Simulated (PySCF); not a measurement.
Species: C₅H₄N₂O.
Numbering: `[O:1]=[CH:2][c:3]1[n:4][cH:5][cH:6][cH:7][n:8]1` (hydrogens: H9 on C2; H10 on C5; H11 on C6; H12 on C7)

Geometry (GFN2-xTB, Å), atoms numbered from 1 in this order:
```
atom  x, y, z in Å
O1     3.041   -1.120    0.004
C2     2.377   -0.125   -0.060
C3     0.890   -0.073   -0.021
N4     0.214   -1.208    0.097
C5    -1.103   -1.125    0.127
C6    -1.767    0.093    0.041
C7    -0.964    1.220   -0.079
N8     0.353    1.141   -0.111
H9     2.818    0.884   -0.159
H10   -1.634   -2.064    0.223
H11   -2.842    0.159    0.065
H12   -1.381    2.217   -0.153
```

Method: PBE0/def2-SVPD in PySCF (dipole) on a GFN2-xTB geometry, gas phase.

Take the most abundant isotopes and a rigid rotor. The values belong to one conformer with, in the numbering `[O:1]=[CH:2][c:3]1[n:4][cH:5][cH:6][cH:7][n:8]1`, O1–C2–C3–N4 0°.

(1) Give the principal moments of inertia and the rotational constants in cm⁻¹.

(2) Classify the top.

(3) Is it planar, by Δ = Ic − Ia − Ib?

(4) Which types of transition are allowed, and where do some lines up to J = 5 fall?

Results:

(1) Ia = 88.68, Ib = 302.78, Ic = 391.46 u·Å²; 505379 MHz·u·Å²/I gives 5699, 1669 and 1291 MHz, that is A = 0.19010, B = 0.05568, C = 0.04306 cm⁻¹.

(2) An asymmetric top; Ray's κ = -0.828.

(3) Planar: Δ = Ic − Ia − Ib = 0.00 u·Å². For a rigid frame Δ = −2 Σ m c², so it vanishes when all atoms lie in the ab plane; here none is more than 0.01 Å from it.

(4) The dipole components are |μa| = 4.94 D, |μb| = 0.85 D, |μc| = 0.00 D; the mirror of this Cs structure is the ab plane, so μc vanishes by symmetry and there are no c-type lines. The squared components, which scale the intensities, stand as 1.00 : 0.03 (a : b). Some of the stronger lines:

```tsv
type	branch	J(Ka,Kc)	MHz	lower level (cm⁻¹)
a	Q	4(2,2) ← 4(2,3)	373	1.550
a	Q	5(2,3) ← 5(2,4)	849	2.041
a	Q	2(1,1) ← 2(1,2)	1134	0.418
a	Q	3(1,2) ← 3(1,3)	2268	0.695
a	R	1(0,1) ← 0(0,0)	2960	0.000
a	Q	4(1,3) ← 4(1,4)	3774	1.063
a	R	2(1,2) ← 1(1,1)	5542	0.233
a	R	2(0,2) ← 1(0,1)	5895	0.099
a	R	2(1,1) ← 1(1,0)	6298	0.246
a	R	3(1,3) ← 2(1,2)	8298	0.418
a	R	3(0,3) ← 2(0,2)	8780	0.295
a	R	3(2,1) ← 2(2,0)	8981	0.860
a	R	3(1,2) ← 2(1,1)	9431	0.456
a	R	4(1,4) ← 3(1,3)	11037	0.695
a	R	4(0,4) ← 3(0,3)	11593	0.588
a	R	4(2,3) ← 3(2,2)	11821	1.155
a	R	4(3,2) ← 3(3,1)	11888	1.860
a	R	4(3,1) ← 3(3,0)	11895	1.860
a	R	4(2,2) ← 3(2,1)	12068	1.160
a	R	4(1,3) ← 3(1,2)	12543	0.770
a	R	5(1,5) ← 4(1,4)	13755	1.063
a	R	5(4,2) ← 4(4,1)	14857	3.240
a	R	5(4,1) ← 4(4,0)	14857	3.240
a	R	5(3,3) ← 4(3,2)	14877	2.256
a	R	5(3,2) ← 4(3,1)	14899	2.256
a	R	5(2,3) ← 4(2,2)	15220	1.562
a	R	5(1,4) ← 4(1,3)	15623	1.189
```

Stationary, but not proved a minimum. Constants of a rigid frame at the computed geometry: no zero-point averaging, no centrifugal distortion. Quadrupole hyperfine structure (14N) is left out.
